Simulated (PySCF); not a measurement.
Compound: C6H10FOP.
SMILES with atom numbers: `[CH3:1][C:2]([CH3:3])([CH3:4])[P@@:5]1(=[O:6])[CH:7]=[C:8]1[F:9]` (hydrogens: H10, H11, H12 on C1; H13, H14, H15 on C3; H16, H17, H18 on C4; H19 on C7)

Geometry (PBE0-D3(BJ)/def2-SVP, Å), atoms numbered from 1 in this order:
```xyz
19
C6H10FOP angstrom
C     -0.6821   -1.1484   -1.2975
C     -0.4498   -0.0221   -0.2858
C     -1.0827    1.2805   -0.7850
C     -0.9760   -0.4006    1.0927
P      1.3713    0.2781   -0.2514
O      1.9090    0.6396   -1.5939
C      2.0028    0.7961    1.3383
C      2.2033   -0.4980    1.0942
F      2.8079   -1.5038    1.6714
H     -1.7638   -1.2984   -1.4450
H     -0.2537   -2.1007   -0.9470
H     -0.2271   -0.9028   -2.2678
H     -2.1678    1.1403   -0.9160
H     -0.6486    1.5811   -1.7493
H     -0.9335    2.1036   -0.0680
H     -0.5063   -1.3214    1.4721
H     -0.8033    0.3981    1.8300
H     -2.0621   -0.5780    1.0355
H      2.2334    1.5765    2.0655
```

The closed-shell ground state was solved at several levels (PySCF, density fitting, gas phase, non-relativistic).

```tsv
level	basis functions	HOMO (eV)	LUMO (eV)	gap (eV)	dipole (D)
PBE0/pcSseg-1	210	-7.82	-0.52	7.30	3.86
wB97X-D/def2-SVPD	270	-9.75	1.19	10.94	4.06
```

**Question.** Estimate the row for wB97X-D/pcSseg-1, a basis of 210 functions; the other rows only guide the guess.

**Answer.** HOMO -9.71 eV, LUMO 1.32 eV, gap 11.03 eV, dipole 3.92 D.

**Question.** Over all these levels, which gives the widest orbital gap and which the narrowest?

**Answer.** wB97X-D/pcSseg-1 (range-separated hybrid) has the widest, 11.03 eV, and PBE0/pcSseg-1 (global hybrid, 25 % exact exchange) the narrowest, 7.30 eV. The two share the basis. From the narrowest to the widest the HOMO moves by -1.89 eV and the LUMO by +1.84 eV.

**Question.** How far do the dipole and the HOMO energy spread over the levels?

**Answer.** The dipole runs from 3.86 to 4.06 D (mean 3.95 D) and the HOMO from -9.75 to -7.82 eV.
